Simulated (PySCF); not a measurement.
Isomers of C6H9Cl, mass 116.039 u with the commonest isotopes. Theory: PBE0/def2-SVPD in PySCF (dipole) on a GFN2-xTB geometry, gas phase. One conformer each, none proved a minimum here; rigid rotors.

**Question.** Order these by out-of-plane moment Σ m c² = (Ia + Ib − Ic)/2, largest first.
A. `[CH3:1][CH2:2][C:3]1=[CH:4][C@H:5]([Cl:6])[CH2:7]1` with C1–C2–C3–C4 120°
B. `[CH3:1][C:2]1=[CH:3][CH2:4][C@@H:5]([Cl:6])[CH2:7]1` with C2–C3–C4–C5 -12°, C3–C4–C5–Cl6 -99°, C4–C5–C7–C2 -19°, C1–C2–C7–C5 -168°
C. `[Cl:1][C:2]1=[CH:3][CH2:4][CH2:5][CH2:6][CH2:7]1` with C2–C3–C4–C5 -16°, C3–C4–C5–C6 47°, C4–C5–C6–C7 -64°, C5–C6–C7–C2 47° (1-chlorocyclohexene)

**Answer.** A (37.67 u·Å²), B (37.10 u·Å²), C (10.51 u·Å²).

**Question.** Order these by rotational constant A, smallest first.
A. `[CH3:1][CH2:2][C:3]1=[CH:4][C@H:5]([Cl:6])[CH2:7]1` with C1–C2–C3–C4 120°
B. `[CH3:1][C:2]1=[CH:3][CH2:4][C@@H:5]([Cl:6])[CH2:7]1` with C2–C3–C4–C5 -12°, C3–C4–C5–Cl6 -99°, C4–C5–C7–C2 -19°, C1–C2–C7–C5 -168°
C. `[Cl:1][C:2]1=[CH:3][CH2:4][CH2:5][CH2:6][CH2:7]1` with C2–C3–C4–C5 -16°, C3–C4–C5–C6 47°, C4–C5–C6–C7 -64°, C5–C6–C7–C2 47° (1-chlorocyclohexene)

**Answer.** B (4064 MHz), C (4637 MHz), A (5263 MHz).

**Question.** Order these by radius of gyration √(Σ m r²/M), largest first.
A. `[Cl:1][C:2]1=[CH:3][CH2:4][CH2:5][CH2:6][CH2:7]1` with C2–C3–C4–C5 -16°, C3–C4–C5–C6 47°, C4–C5–C6–C7 -64°, C5–C6–C7–C2 47° (1-chlorocyclohexene)
B. `[CH3:1][C:2]1=[CH:3][CH2:4][C@@H:5]([Cl:6])[CH2:7]1` with C2–C3–C4–C5 -12°, C3–C4–C5–Cl6 -99°, C4–C5–C7–C2 -19°, C1–C2–C7–C5 -168°
C. `[CH3:1][CH2:2][C:3]1=[CH:4][C@H:5]([Cl:6])[CH2:7]1` with C1–C2–C3–C4 120°

**Answer.** C (2.136 Å), A (1.960 Å), B (1.925 Å).

```
            SMILES  point group  Ia (u·Å²)  Ib (u·Å²)  Ic (u·Å²)      κ  μa (D)  μb (D)  μc (D)
CC1=CC[C@@H](Cl)C1           C1     124.35     342.93     393.09  -0.86    1.84    0.65    1.20
       ClC1=CCCCC1           C1     109.00     347.35     435.31  -0.83    2.29    0.10    0.04
 CCC1=C[C@H](Cl)C1           C1      96.03     470.86     491.54  -0.98    2.53    0.96    0.70
```
